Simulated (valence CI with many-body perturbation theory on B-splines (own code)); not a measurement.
Pt XLVII: electric-dipole lines

Computed by relativistic CI+MBPT: four valence electrons over a frozen Dirac-Fock core [Ar] 3d10, radial functions for each j: 11 s, 11 p, 9 d, 7 f, 5 g, 2 h, 1 i, with the one-electron correlation potential Σ1, the two-electron term Σ2, the three-electron term Σ3, Breit, model QED; selected CI, second order for the rest (own B-spline code, finite nucleus).

The last digits are not significant, and no measured levels were compared; by estimate large intervals hold to a few tenths of a per cent, small ones and those within an open d or f shell to about a per cent.

Lines 201 to 250 of 250 in falling wavelength, among levels below 592.64 eV, chosen from the strongest by gf and those to the six lowest levels. Wavelengths and rates use the calculated energies. Electric multipoles are in the length gauge, E1 and E2 with the static RPA response of the core. Weak lines are less certain than strong ones. Lines between different terms over intervals too small for the method are left out, as are lines whose strength nearly cancels. The highest levels of a list are the least certain.

Levels are named by their leading jj configuration (3d3/2^4 stands for four electrons in 3d with j = 3/2), which in mixed levels can hold well under half, so a name can repeat and another be missing. Letters in brackets count levels of one name in rising energy.

```csv
λ vac (Å),Upper,Lower,A (s⁻¹),S (a.u.) with core polarisation,S without
40.98,(4s^2 4p3/2 4d3/2) J=2,(4s^2 4p1/2 4p3/2) J=2,1.18e+12,2.00e-01,2.12e-01
40.85,(4s 4p1/2 4p3/2 4d5/2) J=2 [a],(4s 4p1/2^2 4p3/2) J=1,2.04e+09,3.43e-04,3.64e-04
40.77,(4s 4p1/2 4p3/2 4d3/2) J=1 [d],(4s 4p1/2^2 4p3/2) J=1,1.47e+12,1.47e-01,1.56e-01
40.74,(4s^2 4p3/2 4d3/2) J=1,(4s^2 4p1/2 4p3/2) J=2,2.35e+11,2.35e-02,2.49e-02
40.66,(4s^2 4p3/2 4d3/2) J=3,(4s^2 4p1/2 4p3/2) J=2,1.57e+12,3.65e-01,3.86e-01
40.56,(4s 4p1/2 4p3/2 4d3/2) J=3 [b],(4s 4p1/2^2 4p3/2) J=2,1.42e+12,3.28e-01,3.46e-01
40.45,(4s 4p1/2 4p3/2 4d3/2) J=1 [b],(4s 4p1/2^2 4p3/2) J=2,1.34e+12,1.31e-01,1.39e-01
40.40,(4s 4p1/2 4p3/2 4d3/2) J=2 [c],(4s 4p1/2^2 4p3/2) J=2,1.75e+12,2.85e-01,3.02e-01
40.36,(4s^2 4p3/2 4d3/2) J=2,(4s^2 4p1/2 4p3/2) J=1,8.67e+11,1.41e-01,1.49e-01
40.13,(4s^2 4p3/2 4d3/2) J=1,(4s^2 4p1/2 4p3/2) J=1,1.52e+12,1.45e-01,1.54e-01
40.11,(4s 4p1/2 4p3/2 4d3/2) J=1 [c],(4s 4p1/2^2 4p3/2) J=2,3.90e+11,3.73e-02,3.95e-02
40.07,(4s^2 4p3/2 4d3/2) J=0,(4s^2 4p1/2 4p3/2) J=1,1.67e+12,5.32e-02,5.63e-02
40.02,(4s 4p1/2 4p3/2 4d3/2) J=0 [b],(4s 4p1/2^2 4p3/2) J=1,1.54e+12,4.87e-02,5.16e-02
40.01,(4s^2 4p1/2 4d3/2) J=1,(4s^2 4p1/2^2) J=0,2.33e+12,2.21e-01,2.33e-01
39.69,(4s 4p1/2 4p3/2 4d3/2) J=2 [d],(4s 4p1/2^2 4p3/2) J=1,1.18e+12,1.82e-01,1.92e-01
39.62,(4s 4p1/2 4p3/2 4d3/2) J=3 [c],(4s 4p1/2^2 4p3/2) J=2,2.20e+10,4.73e-03,5.00e-03
39.45,(4s 4p1/2 4p3/2 4d5/2) J=1 [a],(4s 4p1/2^2 4p3/2) J=1,6.72e+11,6.11e-02,6.47e-02
39.15,(4s 4p1/2 4p3/2 4d5/2) J=2 [b],(4s 4p1/2^2 4p3/2) J=1,2.40e+11,3.55e-02,3.75e-02
38.82,(4s 4p1/2 4p3/2 4d5/2) J=2 [a],(4s 4p1/2^2 4p3/2) J=2,1.53e+10,2.21e-03,2.34e-03
38.75,(4s 4p1/2 4p3/2 4d3/2) J=1 [d],(4s 4p1/2^2 4p3/2) J=2,4.89e+08,4.21e-05,4.43e-05
38.49,(4s^2 4p3/2 4d5/2) J=2,(4s^2 4p1/2 4p3/2) J=2,1.76e+08,2.48e-05,2.60e-05
38.16,(4s 4p1/2 4p3/2 4d5/2) J=1 [b],(4s 4p1/2^2 4p3/2) J=1,1.97e+10,1.62e-03,1.72e-03
38.04,(4s 4p1/2 4p3/2 4d5/2) J=3 [a],(4s 4p1/2^2 4p3/2) J=2,1.12e+11,2.12e-02,2.24e-02
37.95,(4s^2 4p3/2 4d5/2) J=2,(4s^2 4p1/2 4p3/2) J=1,3.00e+09,4.04e-04,4.28e-04
37.77,(4s 4p1/2 4p3/2 4d3/2) J=2 [d],(4s 4p1/2^2 4p3/2) J=2,8.30e+09,1.10e-03,1.17e-03
37.56,(4s 4p1/2 4p3/2 4d5/2) J=1 [a],(4s 4p1/2^2 4p3/2) J=2,1.74e+09,1.36e-04,1.45e-04
37.41,(4s 4p1/2 4p3/2 4d5/2) J=1 [c],(4s 4p1/2^2 4p3/2) J=1,6.06e+08,4.70e-05,5.00e-05
37.41,(4s 4p1/2 4p3/2 4d5/2) J=3 [b],(4s 4p1/2^2 4p3/2) J=2,1.82e+11,3.30e-02,3.49e-02
37.29,(4s 4p1/2 4p3/2 4d5/2) J=2 [b],(4s 4p1/2^2 4p3/2) J=2,4.64e+10,5.94e-03,6.29e-03
37.28,(4s 4p1/2 4p3/2 4d5/2) J=0,(4s 4p1/2^2 4p3/2) J=1,2.62e+11,6.70e-03,7.09e-03
37.28,(4s 4p1/2 4p3/2 4d5/2) J=2 [c],(4s 4p1/2^2 4p3/2) J=1,3.44e+08,4.40e-05,4.64e-05
36.80,(4s 4p1/2 4p3/2 4d5/2) J=2 [d],(4s 4p1/2^2 4p3/2) J=1,1.65e+09,2.03e-04,2.15e-04
36.64,(4s^2 4p3/2 4d5/2) J=3,(4s^2 4p1/2 4p3/2) J=2,2.88e+10,4.89e-03,5.17e-03
36.48,(4s 4p1/2 4p3/2 4d5/2) J=3 [c],(4s 4p1/2^2 4p3/2) J=2,2.38e+09,3.99e-04,4.24e-04
36.39,(4s 4p1/2 4p3/2 4d5/2) J=1 [b],(4s 4p1/2^2 4p3/2) J=2,1.60e+10,1.14e-03,1.21e-03
36.36,(4s^2 4p3/2 4d5/2) J=1,(4s^2 4p1/2 4p3/2) J=2,1.07e+10,7.62e-04,8.04e-04
35.88,(4s^2 4p3/2 4d5/2) J=1,(4s^2 4p1/2 4p3/2) J=1,4.84e+09,3.31e-04,3.50e-04
35.71,(4s 4p1/2 4p3/2 4d5/2) J=1 [c],(4s 4p1/2^2 4p3/2) J=2,1.57e+08,1.06e-05,1.09e-05
35.59,(4s 4p1/2 4p3/2 4d5/2) J=2 [c],(4s 4p1/2^2 4p3/2) J=2,4.54e+09,5.05e-04,5.34e-04
35.40,(4s 4p1/2 4p3/2 4d5/2) J=3 [d],(4s 4p1/2^2 4p3/2) J=2,2.76e+10,4.22e-03,4.47e-03
35.15,(4s 4p1/2 4p3/2 4d5/2) J=2 [d],(4s 4p1/2^2 4p3/2) J=2,5.05e+10,5.41e-03,5.72e-03
33.71,(4s 4p3/2^3) J=2,(4s^2 4p1/2 4p3/2) J=2,5.43e+08,5.13e-05,5.41e-05
33.33,(4s 4p1/2 4p3/2^2) J=1 [a],(4s^2 4p1/2^2) J=0,9.47e+09,5.19e-04,5.48e-04
33.29,(4s 4p3/2^3) J=2,(4s^2 4p1/2 4p3/2) J=1,4.18e+09,3.80e-04,4.01e-04
32.97,(4s 4p1/2 4p3/2^2) J=1 [b],(4s^2 4p1/2^2) J=0,1.85e+08,9.84e-06,1.05e-05
32.37,(4s 4p3/2^3) J=1,(4s^2 4p1/2 4p3/2) J=2,3.14e+09,1.58e-04,1.67e-04
31.98,(4s 4p3/2^3) J=1,(4s^2 4p1/2 4p3/2) J=1,1.44e+09,6.98e-05,7.40e-05
28.72,(4s^2 4p3/2 4d3/2) J=1,(4s^2 4p1/2^2) J=0,1.03e+07,3.62e-07,3.96e-07
26.48,(4s^2 4p3/2 4d5/2) J=1,(4s^2 4p1/2^2) J=0,2.37e+09,6.51e-05,6.91e-05
24.29,(4s 4p3/2^3) J=1,(4s^2 4p1/2^2) J=0,1.26e+08,2.67e-06,2.82e-06
```
